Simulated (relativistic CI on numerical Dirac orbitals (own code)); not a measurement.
**Ligand-field terms of d2**

Computed with a parametric ligand-field model of a d^n configuration (Racah B and C, spin-orbit zeta, crystal field), exact diagonalisation.

Field parameters in Wybourne normalisation: Oh B⁴₀ = 21Dq, B⁴₄ = √(5/14) B⁴₀. The field is a parameter set, without covalency.

Ground term and bands for B = 850, C = 3140, ζ = 0 cm⁻¹, Oh, 10Dq = 29850 cm⁻¹?

Ground term 3T1 with 0.02 electrons in the two orbitals of the cubic e set. Spin-allowed: 3T2 27981 cm⁻¹ (357 nm), 3T1 38862 cm⁻¹ (257 nm), 3A2 57831 cm⁻¹ (173 nm). Lowest spin-forbidden: 1T2 11765 cm⁻¹ (850 nm), 1E 11914 cm⁻¹ (839 nm), 1A1 26679 cm⁻¹ (375 nm).

Ground term and bands for B = 820, C = 3970, ζ = 0 cm⁻¹, Oh, 10Dq = 10850 cm⁻¹?

Ground term 3T1 with 0.06 electrons in the two orbitals of the cubic e set. Spin-allowed: 3T2 9633 cm⁻¹ (1038 nm), 3A2 20483 cm⁻¹ (488 nm), 3T1 20716 cm⁻¹ (483 nm). Lowest spin-forbidden: 1T2 13354 cm⁻¹ (749 nm), 1E 13724 cm⁻¹ (729 nm), 1T2 24882 cm⁻¹ (402 nm).

Ground term and bands for B = 970, C = 3470, ζ = 0 cm⁻¹, Oh, 10Dq = 7100 cm⁻¹?

Ground term 3T1 with 0.10 electrons in the two orbitals of the cubic e set. Spin-allowed: 3T2 6099 cm⁻¹ (1639 nm), 3A2 13199 cm⁻¹ (758 nm), 3T1 19649 cm⁻¹ (509 nm). Lowest spin-forbidden: 1T2 13186 cm⁻¹ (758 nm), 1E 13865 cm⁻¹ (721 nm), 1T2 22283 cm⁻¹ (449 nm).

A d2 ion in Oh symmetry has the ground term 3T1 and bands at 1T2 7490 cm⁻¹ (1335 nm), 1E 7538 cm⁻¹ (1327 nm), 1A1 17618 cm⁻¹ (568 nm), 3T2 30695 cm⁻¹ (326 nm), 3T1 36941 cm⁻¹ (271 nm), 3A2 62645 cm⁻¹ (160 nm). Which parameters reproduce them?

B = 500, C = 2170, ζ = 0 cm⁻¹, Oh, 10Dq = 31950 cm⁻¹.

Ground term and bands for B = 850, C = 4400, ζ = 0 cm⁻¹, Oh, 10Dq = 8850 cm⁻¹?

Ground term 3T1 with 0.07 electrons in the two orbitals of the cubic e set. Spin-allowed: 3T2 7749 cm⁻¹ (1290 nm), 3A2 16599 cm⁻¹ (602 nm), 3T1 19398 cm⁻¹ (516 nm). Lowest spin-forbidden: 1T2 14382 cm⁻¹ (695 nm), 1E 14849 cm⁻¹ (673 nm), 1T2 24316 cm⁻¹ (411 nm).
